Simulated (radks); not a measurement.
Q: All-electron atom: Re+ in [Xe] 4f14 5d5 6s1. All-electron calculation, Dirac Kohn-Sham, PBEsol, spin-unpolarised, spherical densities, point nucleus; open shells fill j = l - 1/2 first. Program: a radial shooting solver on a logarithmic mesh with Libxc functionals. Some entries of the table are withheld. Estimate them.

orbital  occ.  eigenvalue (hartree)  <r> (bohr)
1s1/2       2             -2629.206     0.01804
2s1/2       2             -455.7579     0.07559
2p1/2       2                   (1)         (2)
2p3/2       4                   (3)         (4)
3s1/2       2             -105.7055      0.1970
3p1/2       2             -96.93536         (5)
3p3/2       4             -85.45218         (6)
3d3/2       4             -70.73058      0.1765
3d5/2       6             -68.23754      0.1811
4s1/2       2             -22.25781      0.4405
4p1/2       2             -18.60166         (7)
4p3/2       4             -15.91922         (8)
4d3/2       4                   (9)      0.4935
4d5/2       6                  (10)      0.5049
5s1/2       2              -3.39718       1.037
5p1/2       2              -2.29270       1.138
5p3/2       4              -1.88912       1.241
4f5/2       6              -1.87084      0.5764
4f7/2       8              -1.77852      0.5853
5d3/2       4              -0.48894       1.822
6s1/2       1              -0.46394       2.862
5d5/2       1              -0.45516       1.892

A: 
(1) 2p1/2 eigenvalue (hartree): -436.0950
(2) 2p1/2 <r> (bohr): 0.06247
(3) 2p3/2 eigenvalue (hartree): -383.2113
(4) 2p3/2 <r> (bohr): 0.07055
(5) 3p1/2 <r> (bohr): 0.1870
(6) 3p3/2 <r> (bohr): 0.2019
(7) 4p1/2 <r> (bohr): 0.4451
(8) 4p3/2 <r> (bohr): 0.4786
(9) 4d3/2 eigenvalue (hartree): -9.91963
(10) 4d5/2 eigenvalue (hartree): -9.42406
